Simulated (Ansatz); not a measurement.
`FC1C=CC1(F)F` + H₂ → `FC1(F)C=CC1` + H–F at 700 K and 1 bar (hydrogenolysis of a C–F bond).

Gas-phase electronic energies from Ansatz, PBE0-D4/def2-TZVP geometries. CBS: MP2 limit from def2 TZ/QZ plus the TZ coupled-cluster correction, frozen cores. This one scheme is used for every species.

```
       species  CCSD(T)/CBS energy (Eh)  H − E (kJ/mol)  S (J/(mol·K))
`FC1C=CC1(F)F`               -453.32230           240.1          432.9
            H₂                 -1.17544            46.8          155.3
 `FC1(F)C=CC1`               -354.14175           253.9          405.4
           H–F               -100.39570            45.2          198.5
```

H − E and S are ideal-gas, rigid-rotor, harmonic terms from PBE0-D4/def2-TZVP, for one conformer and one mirror image of each species. The MP2-based limit puts H₂ 0.8 mEh under its directly extrapolated value; such offsets cancel only in part. 1 Eh = 2625.50 kJ/mol, R = 8.31446 J/(mol·K).

Question: By hand: ΔE, ΔH, ΔS and ΔG.

Answer: ΔE = (-354.14175) + (-100.39570) − (-453.32230) − (-1.17544) = -0.03971 Eh = -104.3 kJ/mol. Δ(H − E) = 253.9 + 45.2 − 240.1 − 46.8 = 12.2, so ΔH = -92.1 kJ/mol. ΔS = 405.4 + 198.5 − 432.9 − 155.3 = 15.7 J/(mol·K). ΔG = -92.1 − 700 × (15.7)/1000 = -103.1 kJ/mol.

Question: By hand: the equilibrium constant, and the temperature at which ΔG would vanish if ΔH and ΔS stayed fixed.

Answer: log₁₀ K = −ΔG/(RT ln 10) = 7.7. ΔH and −TΔS have one sign here, so there is no such temperature.

ΔH outweighs TΔS. A doubt of 5 kJ/mol in ΔE shifts log₁₀ K by 0.4 here. Other conformers and mirror images would add mixing entropy, several J/(mol·K) or more a flexible species. These are equilibria of isolated gas molecules and say nothing of rates. Largest T1 diagnostic: 0.012 (customary marks: 0.02 for closed shells, 0.045 for open ones).
